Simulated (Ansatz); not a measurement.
Ansatz (a first-principles code) input (HF/STO-3G):

Ansatz 0.2 input:
```yaml
crystal:
  periodic: [false, false, false]
  atoms:
    - {symbol: I, position_ang: [-1.81008000, 0.09986600, 0.02018400]}
    - {symbol: C, position_ang: [-0.01622900, -0.88569000, -0.19891700]}
    - {symbol: I, position_ang: [1.81254100, 0.03414600, 0.01725300]}
    - {symbol: H, position_ang: [-0.03308700, -1.78854000, -0.79067700]}
basis:
  gaussian:
    orbitals: STO-3G
hamiltonian:
  xc: {name: HF}
magnetization: {spin_polarized: true, initial_magnetization: 1}
relax: {f_tol: 0.003, max_steps: 120}
```

From the output:

```
relax step   7: F+E_penalty+E_count = -373865.96502034 eV  Δ(F+E_penalty+E_count) = +4.807e-6 eV  max|allowed force component| = 3.348e-2 eV/Å  Δτ_max = 0.0110 Å  (26 SCF iters, rejected (line search))
these checks for a lower state are left out or cut short: starts, cluster_reference, orbital_swaps, neighbouring_geometries, increment
integrals: 0.01 GiB planned
696 factors; integrals over basis functions are off by at most 7.7e-6 eV
mean field: 0.47 GiB planned
mean field -373865.96503664 eV, -13739.3207996438 hartree, gradient 2.8e-5 eV, S^2 0.789149; 0 other end points of the search recorded, 0 dependent functions left out
the calculation of the forces begins
reference -373865.96503664 eV, -13739.3207996438 hartree; 57, 56 occupied and 3, 4 virtual orbitals, 696 factors
relax step   8: F+E_penalty+E_count = -373865.96503664 eV  Δ(F+E_penalty+E_count) = -1.150e-5 eV  max|allowed force component| = 1.346e-3 eV/Å  Δτ_max = 0.0055 Å  (27 SCF iters, accepted)
these checks for a lower state are left out or cut short: starts, cluster_reference, orbital_swaps, neighbouring_geometries, increment
integrals: 0.01 GiB planned
696 factors; integrals over basis functions are off by at most 7.7e-6 eV
mean field: 0.47 GiB planned
mean field -373865.96503789 eV, -13739.3207996895 hartree, gradient 2.8e-5 eV, S^2 0.789034; 0 other end points of the search recorded, 0 dependent functions left out
the calculation of the forces begins
reference -373865.96503789 eV, -13739.3207996895 hartree; 57, 56 occupied and 3, 4 virtual orbitals, 696 factors
relax step   9: F+E_penalty+E_count = -373865.96503789 eV  Δ(F+E_penalty+E_count) = -1.245e-6 eV  max|allowed force component| = 4.361e-4 eV/Å  Δτ_max = 0.0050 Å  (27 SCF iters, accepted)
integrals: 0.01 GiB planned
696 factors; integrals over basis functions are off by at most 7.7e-6 eV
mean field: 0.47 GiB planned
mean field evaluation 64: about -373865.9214 eV, gradient 4.3e-2 eV
mean field -373865.96503789 eV, -13739.3207996895 hartree, gradient 2.7e-5 eV, S^2 0.789034; 1 other end points of the search recorded, 0 dependent functions left out
the calculation of the forces begins
reference -373865.96503789 eV, -13739.3207996895 hartree; 57, 56 occupied and 3, 4 virtual orbitals, 696 factors
Total energy: -373865.96503789 eV, -13739.3207996895 hartree
Atom 0 at    -1.850365     0.085377     0.039215 Å, force    -0.000081     0.000086     0.000148 eV/Å
Atom 1 at    -0.015386    -0.835927    -0.272745 Å, force    -0.000001    -0.000020    -0.000436 eV/Å
Atom 2 at     1.852305     0.018204     0.036219 Å, force     0.000084     0.000083     0.000147 eV/Å
Atom 3 at    -0.033409    -1.807872    -0.754845 Å, force    -0.000003    -0.000149     0.000141 eV/Å
Dipole moment:    -0.003598    -0.194490    -0.086029 e Å
```

The geometry given is a B3LYP-D3(BJ)/def2-TZVP minimum.
